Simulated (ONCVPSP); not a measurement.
Plane-wave convergence, ONCV potential for sulfur (S)

ONCVPSP 4.0.1 input, shortened (lines: element, Z, core and valence counts, functional; n l f; lmax; l rc ep ncon nbas qcut; lloc lpopt rc5 dvloc0; l nproj debl; icmod fcfact rcfact), PBE, fully relativistic:

```
  S 16.00    3    2        4      upf
    1    0    2.00
    2    0    2.00
    2    1    6.00
    3    0    2.00
    3    1    4.00
    2
    0    1.40    0.00    4    9    3.60
    1    1.65    0.00    4    7    6.00
    2    1.60    0.02    4    8    6.40
    4    4    1.30   -1.00
    0    2    3.70
    1    2    1.60
    2    2    0.40
    1    0.60    0.00
```

Open shells are filled in proportion to 2j + 1.

Problem. For each optimised wave give the share of its norm inside rc, the residual kinetic energy above qcut (Ha) and the cutoffs (Ha) for errors of 10, 1, 0.1 and 0.01 mHa per electron.

Solution.

```csv
wave,norm inside rc,residual KE,10 mHa,1 mHa,0.1 mHa,0.01 mHa
3s,0.360,2.0e-02,8.4,75.3,119.2,151.3
s projector 2,0.090,1.1e-01,11.9,42.6,104.4,155.5
3p j=3/2,0.364,2.0e-05,4.0,7.5,15.1,24.7
p projector 2 j=3/2,0.226,6.4e-05,5.4,10.4,16.8,59.2
3p j=1/2,0.368,2.0e-05,4.0,7.3,15.1,25.0
p projector 2 j=1/2,0.226,6.4e-05,5.4,10.3,16.9,49.4
d projector 1 j=5/2,0.000,2.0e-04,0.0,0.1,119.4,not reached
d projector 2 j=5/2,0.118,2.7e-04,11.5,17.6,23.1,53.4
d projector 1 j=3/2,0.000,2.0e-04,0.0,0.1,119.4,not reached
d projector 2 j=3/2,0.119,2.7e-04,11.5,17.7,23.1,53.5
```

The occupied waves need 75 Ha and 119 Ha for 1 and 0.1 mHa. Rows with under 1 % of the norm inside rc give no meaningful cutoff.
